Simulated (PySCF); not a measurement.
Match the calculated data to a structure.

All candidates are C6H7F3Si.

| technique | computed result |
| --- | --- |
| Rotational structure | rotational constants A, B, C: 1.543, 1.026, 0.746 GHz [PBE0-D3(BJ)/def2-SVP] |
| 1H NMR | chemical shifts (computed TMS as zero) by class: 5.12 (1 H), 2.59 (1 H), 2.48 (1 H), 2.25 (1 H), 2.05 (1 H), 1.83 (1 H), 1.23 (1 H) ppm [GIAO PBE/pcSseg-1] |
| UV, strongest line | among the 10 lowest singlet transitions: S5 at 7.27 eV (171 nm, f = 0.338) [TDDFT PBE0/def2-SVPD] |
| NMR, other nuclei | isotropic shieldings of nuclei other than C and H, by class: 238 (3 F), 375 (1 Si) ppm [GIAO PBE/pcSseg-1] |
| UV, first state | lowest singlet excitation: 5.68 eV (218 nm, f = 0.001) [TDDFT PBE0/def2-SVPD] |
| Valence photoelectron | vertical ionisation energy: 9.94 eV [ΔSCF PBE0/def2-SVPD] |
| 13C NMR | chemical shifts (computed TMS as zero) by class: 139.7 (1 C), 105.1 (1 C), 84.2 (1 C), 37.5 (1 C), 24.4 (1 C), 15.7 (1 C) ppm [GIAO PBE/pcSseg-1] |

Gas-phase values; electronic properties from PySCF, density fitting. Levels stand in brackets. One conformer (not necessarily the lowest) at the PBE0-D3(BJ)/def2-SVP geometry, without solvent, vibrations or thermal averaging. NMR classes are plain means over equivalent atoms (diastereotopic ones count apart unless rotation or inversion swaps them), as if these changed places fast.

Problem. Which candidate is it?
A. `FC(F)(F)CC1=C[SiH2]C=C1`
B. `CC1=C[SiH2]C(C(F)(F)F)=C1`
C. `C#C[Si@@H]1CC[C@@H]1C(F)(F)F`

Solution. C. It is `C#C[Si@@H]1CC[C@@H]1C(F)(F)F`. Numbering: `[CH:1]#[C:2][Si@@H:3]1[CH2:4][CH2:5][C@@H:6]1[C:7]([F:8])([F:9])[F:10]`. Its formula, C6H7F3Si, gives 3 degrees of unsaturation: 1 ring and 2 π bonds in the structure found. 6 carbons fall into 6 classes; from least to most shielded: CF3 carbon [C7] (139.7 ppm), terminal alkyne carbon [C1] (105.1 ppm), alkyne carbon [C2] (84.2 ppm), ring sp3 carbon bound to silicon [C6] (37.5 ppm), four-membered-ring carbon [C5] (24.4 ppm), ring sp3 carbon bound to silicon [C4] (15.7 ppm). Hydrogen classes from least to most shielded: 1 H on an SiH silicon, Si3 (5.12 ppm), 1 H on a terminal alkyne carbon, C1 (2.59 ppm), 1 H on a four-membered-ring carbon, C5 (2.48 ppm), 1 H on a four-membered-ring carbon, C5 (2.25 ppm), 1 H on an sp3 carbon bound to silicon, C6 (2.05 ppm), 1 H on an sp3 carbon bound to silicon, C4 (1.83 ppm), 1 H on an sp3 carbon bound to silicon, C4 (1.23 ppm). The other shieldings belong to: 238 ppm, fluorine of a CF3 group [F8/F9/F10]; 375 ppm, SiH silicon [Si3]. S1 is mainly HOMO→LUMO (weight 0.79); the largest Löwdin shares of the orbital it empties are 0.24 on the terminal alkyne carbon, 0.24 on the alkyne carbon, 0.14 on an sp3 carbon bound to silicon and 0.11 on the SiH silicon, of the orbital it fills 0.26 on the terminal alkyne carbon, 0.26 on the alkyne carbon, 0.22 on the SiH silicon and 0.06 on an sp3 carbon bound to silicon. The optimised geometry has point group C1 and is an asymmetric top.

The others, at the same levels:
- `CC1=C[SiH2]C(C(F)(F)F)=C1` fails: its computed 13C shifts are 165.5 (1 C), 155.5 (1 C), 139.6 (1 C), 134.5 (1 C), 128.4 (1 C), 25.5 (1 C) ppm, 1H shifts are 7.08 (1 H), 6.00 (1 H), 4.89 (2 H), 2.19 (3 H) ppm and lowest singlet excitation is 4.38 eV (283 nm, f = 0.069) (against 5.68 eV).
- `FC(F)(F)CC1=C[SiH2]C=C1` fails: its computed 13C shifts are 159.3 (1 C), 158.9 (1 C), 135.3 (1 C), 133.4 (1 C), 132.8 (1 C), 45.3 (1 C) ppm, 1H shifts are 7.27 (1 H), 6.35 (1 H), 6.09 (1 H), 4.82 (2 H), 2.88 (2 H) ppm and lowest singlet excitation is 4.42 eV (281 nm, f = 0.047) (against 5.68 eV).

Each candidate is one conformer, not necessarily the lowest. The conformers computed, where there is a choice (atom-mapped SMILES and torsion angles):
- `[CH:1]#[C:2][Si@@H:3]1[CH2:4][CH2:5][C@@H:6]1[C:7]([F:8])([F:9])[F:10]`: C5–C6–C7–F8 65°
- `[CH3:1][C:2]1=[CH:3][SiH2:4][C:5]([C:6]([F:7])([F:8])[F:9])=[CH:10]1`: Si4–C5–C6–F7 -179°
- `[F:1][C:2]([F:3])([F:4])[CH2:5][C:6]1=[CH:7][SiH2:8][CH:9]=[CH:10]1`: F1–C2–C5–C6 -62°, C2–C5–C6–C7 -104°
